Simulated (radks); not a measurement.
Numerical settings for neutral tellurium, [Kr] 4d10 5s2 5p4. Calculated with a radial shooting solver on a logarithmic mesh with Libxc functionals: scalar-relativistic Kohn-Sham, PBE, spin-polarised, spherical densities, point nucleus; open shells are filled with parallel spins first (spin-orbit coupling, left out, can overturn this in heavy ions). The defaults (mesh step 0.008 in ln r, mesh end at 40 bohr or more with all orbitals vanishing there, Anderson mixing 0.5 over 9 steps, residual threshold near 1e-9 with the energy settled to 1e-9 hartree or 1e-11 of itself, here a cap of 67 iterations) give E = -6794.5048 hartree and 5p at -5.199 eV in 14 iterations. Run on one thread of a shared host, so times are rough (Arm Neoverse V2): 0.22 s of CPU time, 0.22 s wall, 14 iterations on 2725 mesh points. Changes against that run (0 stands for a change within the tolerance of the run):

setting                    iterations  converged  E (mhartree)  e(5p) (meV)  CPU (s)
mesh step in ln r 0.05             14        yes        +0.158            0     0.05
mesh step in ln r 0.08              4         no      diverged            -     0.04
mesh step in ln r 0.12              2         no      diverged            -     0.04
mesh end (bohr) 20                 14        yes             0            0     0.21
mesh end (bohr) 8                  14        yes         +2.33         +119     0.21
residual threshold 0.1              9        yes             0      +0.0314     0.17
residual threshold 1e-16           67         no             0            0      0.5
mixing 0.05                        20        yes             0            0      0.3
linear mixing, mixing 0.8          47        yes             0            0     0.62
linear mixing, mixing 0.5          30        yes             0            0      0.4
mixing history 20                  17        yes             0            0     0.25
iteration cap 5                     5         no       +0.0845         -175      0.1

Settings that end as converged yet miss the energy by more than 1 mhartree: mesh end (bohr) 8 (+0.00233 hartree). A mesh that ends early acts as a hard wall.
